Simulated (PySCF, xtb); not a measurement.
C2H6BFO2, SMILES FCB(O)OC.

GFN2-xTB (xtb) at its own geometry gives an orbital gap of 7.00 eV and a dipole moment of 1.62 D.

The structure is a stationary point at r2SCAN-D4/def2-SVP. This is a generated structure with no PubChem entry under its InChIKey; it may be hypothetical. The values are those of a single conformer.

Task: What does HF/def2-TZVP in PySCF give? (The exact figures need the calculation; the answer reports its results.)

Result: gap 15.82 eV (levels -12.69 and 3.14 eV), dipole 1.03 D.
